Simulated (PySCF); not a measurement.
# Electron correlation in Sb+ (antimony, charge +1)

Starting occupation: [Kr] 4d10 5s2 5p2, 5p1/2 with m_j = -1/2, +1/2. All numbers are calculated (PySCF 2.14, X2C-1e with screened-nucleus spin-orbit coupling, Gaussian nucleus, in x2c-TZVPPall-2c (8s9p5d2f, 74 functions)). Frozen: [Ar] 3d10; 22 electrons correlated; the 6 highest virtual spinors left out.

MP2 pair energies summed by pair of shells (mhartree):

```json
{"pair": "4d3/2-4d5/2", "energy": "-78.62", "share (%)": "18.5"}
{"pair": "4d5/2-4d5/2", "energy": "-57.77", "share (%)": "13.6"}
{"pair": "4d5/2-5s1/2", "energy": "-34.71", "share (%)": "8.2"}
{"pair": "4d5/2-4p3/2", "energy": "-24.79", "share (%)": "5.8"}
{"pair": "4d3/2-4d3/2", "energy": "-24.32", "share (%)": "5.7"}
{"pair": "5p1/2-5s1/2", "energy": "-22.96", "share (%)": "5.4"}
{"pair": "4d3/2-5s1/2", "energy": "-22.16", "share (%)": "5.2"}
{"pair": "4d5/2-5p1/2", "energy": "-20.66", "share (%)": "4.9"}
{"pair": "5s1/2-5s1/2", "energy": "-17.46", "share (%)": "4.1"}
{"pair": "4d3/2-4p3/2", "energy": "-16.87", "share (%)": "4.0"}
{"pair": "5p1/2-5p1/2", "energy": "-15.01", "share (%)": "3.5"}
{"pair": "4d3/2-5p1/2", "energy": "-13.88", "share (%)": "3.3"}
{"pair": "4d5/2-4p1/2", "energy": "-11.01", "share (%)": "2.6"}
{"pair": "4p3/2-4p3/2", "energy": "-9.51", "share (%)": "2.2"}
{"pair": "4p1/2-4p3/2", "energy": "-8.83", "share (%)": "2.1"}
{"pair": "4d5/2-4s1/2", "energy": "-8.14", "share (%)": "1.9"}
{"pair": "4d3/2-4p1/2", "energy": "-7.04", "share (%)": "1.7"}
{"pair": "4p3/2-4s1/2", "energy": "-6.35", "share (%)": "1.5"}
{"pair": "4d3/2-4s1/2", "energy": "-5.38", "share (%)": "1.3"}
{"pair": "4p3/2-5s1/2", "energy": "-5.20", "share (%)": "1.2"}
{"pair": "4p3/2-5p1/2", "energy": "-3.10", "share (%)": "0.7"}
{"pair": "4p1/2-4s1/2", "energy": "-2.98", "share (%)": "0.7"}
{"pair": "4p1/2-5s1/2", "energy": "-2.01", "share (%)": "0.5"}
{"pair": "4p1/2-4p1/2", "energy": "-2.00", "share (%)": "0.5"}
{"pair": "4s1/2-4s1/2", "energy": "-1.55", "share (%)": "0.4"}
{"pair": "4p1/2-5p1/2", "energy": "-0.97", "share (%)": "0.2"}
{"pair": "4s1/2-5s1/2", "energy": "-0.71", "share (%)": "0.2"}
{"pair": "4s1/2-5p1/2", "energy": "-0.42", "share (%)": "0.1"}
```

Total MP2 correlation energy: -424.39 mhartree.

This basis was not built for core-valence correlation, so the inner-shell part is incomplete.
